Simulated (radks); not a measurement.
Values are calculated unless marked as measured or tabulated.
All-electron atom: Rb+ in [Kr] (the NIST ground configuration).

Code: a radial shooting solver on a logarithmic mesh with Libxc functionals. Model: scalar-relativistic Kohn-Sham, LDA (Slater exchange, Perdew-Zunger correlation), spin-polarised, spherical densities, finite nucleus; Fermi nuclear charge, rms radius 4.2036 fm.

Energy parts (Ry):
total: -5954.91966
kinetic: 6096.72242
electron-nucleus: -14343.31434
Hartree: 2485.57244
exchange-correlation: -193.90018

Orbitals (lengths in bohr, moments of r in powers of bohr; r(90%) holds 90 % of the orbital's charge):
1s: occ. 2; eigenvalue (Ry) -1103.630; <1/r> 37.83; <r^4> 0.00001240; r(90%) 0.0722
2s: occ. 2; eigenvalue (Ry) -147.8287; <1/r> 8.420; <r^4> 0.002412; r(90%) 0.275
2p: occ. 6; eigenvalue (Ry) -131.2182; <1/r> 8.235; <r^4> 0.001737; r(90%) 0.253
3s: occ. 2; eigenvalue (Ry) -22.25897; <1/r> 2.804; <r^4> 0.1427; r(90%) 0.760
3p: occ. 6; eigenvalue (Ry) -16.93218; <1/r> 2.653; <r^4> 0.1668; r(90%) 0.791
3d: occ. 10; eigenvalue (Ry) -8.08979; <1/r> 2.390; <r^4> 0.2392; r(90%) 0.857
4s: occ. 2; eigenvalue (Ry) -2.77705; <1/r> 0.9254; <r^4> 9.106; r(90%) 2.14
4p: occ. 6; eigenvalue (Ry) -1.60173; <1/r> 0.7750; <r^4> 19.52; r(90%) 2.60

The highest occupied level is 4p at -21.793 eV. Summed over all electrons, <r^2> = 31.36 bohr^2, which gives a Langevin (diamagnetic) susceptibility term of -24.8 x 10^-6 cm^3/mol. The electron density at the nucleus is 5.553e+04 e/bohr^3 (large components only). For comparison, the ionisation energy in NIST's Atomic Spectra Database is 27.290 eV (measured). In exact Kohn-Sham theory the highest level is minus the ionisation energy, but local and semilocal functionals leave it too shallow, through self-interaction and a potential that decays too fast; potentials with the right tail come closer.
